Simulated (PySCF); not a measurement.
SbClBr₂, SMILES [Cl][Sb]([Br])[Br].

Geometry: r2SCAN-D4/def2-SVP. The structure was generated by enumeration; whether it is a known compound was not checked. The def2 effective core potentials stand for the cores of Sb; spin–orbit coupling is left out.

The numbers are results of r2SCAN/def2-TZVP run with PySCF, not measurements.

Gas-phase values at a fixed geometry.

total energy: -5848.95214 hartree
point group: Cs
highest occupied level: -7.52 eV
lowest empty level: -2.92 eV
orbital gap: 4.60 eV
dipole moment: 2.44 D
quadrupole, principal values (traceless, Buckingham form, about the centre of nuclear charge): -3.78, -1.92, 5.70 D·Å
mean static polarisability: 93.0 bohr³ (13.78 Å³)
polarisability, principal values: 72.6, 97.6, 108.8 bohr³
